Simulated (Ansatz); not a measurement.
PBE exchange is replaced step by step with exact exchange (0 % is PBE, 25 % PBE0; no dispersion term), basis def2-SVP, Ansatz. System: AlMe2(sacsac) (C₇H₁₃AlS₂). Charge 0, multiplicity 1. Geometry: PBE-D4/def2-SVP.

Geometry of the singlet:

```xyz
23

Al    0.307   -1.735    0.453
C     0.407   -1.111    2.321
H     0.256   -0.014    2.413
H     1.395   -1.346    2.773
H    -0.363   -1.603    2.955
C     0.524   -3.625   -0.061
H     0.430   -3.792   -1.154
H    -0.232   -4.267    0.440
H     1.519   -4.012    0.248
S     1.725   -0.420   -0.874
C     1.049    1.155   -0.761
C     2.037    2.264   -1.028
C    -0.288    1.520   -0.517
C    -1.487    0.774   -0.522
C    -2.771    1.565   -0.608
S    -1.691   -0.922   -0.492
H     1.539    3.224   -1.267
H     2.677    2.416   -0.133
H     2.720    1.986   -1.855
H    -0.450    2.612   -0.501
H    -2.694    2.391   -1.344
H    -2.983    2.026    0.381
H    -3.628    0.916   -0.865
```

```csv
exact exchange (%),HOMO (eV),LUMO (eV),gap (eV)
0,-5.56,-3.49,2.06
5,-5.77,-3.38,2.40
15,-6.21,-3.13,3.08
25,-6.64,-2.88,3.76
35,-7.06,-2.62,4.44
50,-7.70,-2.21,5.49
```

(1) Fit a straight line to the column «gap (eV)» against the share of exact exchange and predict its value at 10 %.

## Answers

(1) With x = exact exchange (%) and y = gap (eV): mean x = 21.67, mean y = 3.538; Σ(x − x̄)(y − ȳ) = 122.1, Σ(x − x̄)² = 1783; slope b = 0.06848, intercept a = ȳ − b·x̄ = 2.054. The residuals of the fitted rows reach 0.01. At x = 10 the line gives 2.054 + (0.06848 × 10) = 2.74; the run gave 2.74, the same within rounding.
